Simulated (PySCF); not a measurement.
This PySCF input asks for the NMR shieldings of `CC[C@@H]1[SiH2]C=C[SiH2][C@@H]1F`, C6H13FSi2; the geometry comes from GFN2-xTB.

```python
import basis_set_exchange as bse
import numpy as np
from pyscf import gto, dft
from pyscf.prop import nmr

atoms = """
C    -2.579692    0.455056    0.756854
C    -1.297040    0.736659   -0.014159
C    -0.636944   -0.535577   -0.555124
Si    0.240383   -1.575329    0.782156
C     1.754190   -0.607135    1.351044
C     2.352677    0.352574    0.644537
Si    1.814917    0.953163   -1.057371
C     0.386303   -0.192362   -1.631225
F    -0.261165    0.415483   -2.714010
H    -2.383908   -0.160246    1.631477
H    -3.034273    1.386468    1.087613
H    -3.295217   -0.066978    0.124570
H    -1.535080    1.390805   -0.857621
H    -0.592751    1.271300    0.629602
H    -1.422648   -1.136352   -1.029513
H     0.663685   -2.858710    0.201898
H    -0.632280   -1.836400    1.931982
H     2.160314   -0.868189    2.323547
H     3.221747    0.847328    1.066917
H     2.920782    0.825900   -2.015237
H     1.353147    2.343639   -1.007778
H     0.792443   -1.121711   -2.051793
"""
names = dict.fromkeys(["C", "Si", "F", "H"], "pcSseg-1")
basis = {el: gto.basis.parse(bse.get_basis(n, elements=[el], fmt="nwchem")) for el, n in names.items()}
mol = gto.M(atom=atoms, basis=basis, charge=0, verbose=0)
mf = dft.RKS(mol, xc="PBE0")
mf.grids.level = 2
mf.grids.alignment = dft.numint.BLKSIZE   # the property module wants whole blocks of grid points
mf.conv_tol = 1e-9
mf.kernel()

calc = nmr.RKS(mf)   # GIAO
C = mf.mo_coeff
Co = C[:, mf.mo_occ > 0]
resp = mf.gen_response(singlet=True, hermi=2)
def vind(x):   # induced exchange potential for any number of trial vectors
    d = np.einsum("pi,xij,qj->xpq", C, 2 * x.reshape(-1, C.shape[1], Co.shape[1]), Co, optimize=True)
    return np.einsum("xpq,pi,qj->xij", resp(d - d.transpose(0, 2, 1)), C, Co, optimize=True).ravel()
mo1, _ = nmr.rhf.solve_mo1(calc, with_cphf=vind)
sigma = calc.kernel(mo1)
for i, s in enumerate(sigma):   # ppm
    print("%2d %-2s %9.2f" % (i, mol.atom_pure_symbol(i), np.trace(s) / 3))
```

Task: Give the expected output.

Result: 
```
 0 C     170.36
 1 C     165.49
 2 C     152.18
 3 Si    403.88
 4 C      33.99
 5 C      32.18
 6 Si    410.53
 7 C      98.10
 8 F     408.51
 9 H      30.50
10 H      30.39
11 H      30.84
12 H      29.51
13 H      30.35
14 H      29.92
15 H      27.39
16 H      27.17
17 H      24.51
18 H      24.39
19 H      27.33
20 H      27.18
21 H      26.35
```

These numbers come from an equivalent density-fitted implementation of the same equations, which agrees with the script to about 0.01 ppm for H and up to a few tenths of a ppm for heavy atoms, so last digits may differ.

Task: Turn these shieldings into chemical shifts. δ = σ(ref) − σ, references computed at the same level: 13C (σref 186.93) and 29Si (σref 349.16) and 1H (σref 31.72) against TMS; 19F (σref 170.95) vs CFCl3.

Result: Averaging equivalent atoms: C 5: 154.7; C 4: 152.9; C 7: 88.8; C 2: 34.7; C 1: 21.4; C 0: 16.6; Si 3: -54.7; Si 6: -61.4; F 8: -237.6; H 18: 7.33; H 17: 7.21; H 21: 5.37; H 16: 4.55; H 20: 4.53; H 19: 4.39; H 15: 4.33; H 12: 2.21; H 14: 1.79; H 13: 1.37; H 9/10/11: 1.14 ppm. Unscaled 19F shifts against computed CFCl3 carry errors that often reach 10 to 50 ppm.

Size and cost of the density-fitted run: 232 basis functions, 74 s wall time on 1 thread of an Arm Neoverse V1, shared host; peak memory 1.1 GiB.
